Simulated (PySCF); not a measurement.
In(F)(vinyl)2 (C4H6FIn), SMILES C=[CH][In]([F])[CH]=C.

Geometry optimised at PBE-D3(BJ)/def2-SVP. The def2 effective core potentials stand for the cores of In; spin–orbit coupling is left out. One conformer was computed; it need not be the lowest.

The numbers are results of B3LYP/def2-TZVP in PySCF, not measurements.

Gas-phase values at a fixed geometry.

Computed frontier levels, gap, dipole moment and polarisability:
```json
{
 "highest_occupied_level": "-7.66 eV",
 "lowest_empty_level": "-1.98 eV",
 "orbital_gap": "5.68 eV",
 "dipole_moment": "3.63 D",
 "quadrupole, principal values (traceless, Buckingham form, about the centre of nuclear charge)": "-7.64, -0.23, 7.86 D·Å",
 "mean_static_polarisability": "86.0 bohr³ (12.75 Å³)",
 "polarisability_principal_values": "50.9, 77.5, 129.6 bohr³"
}
```
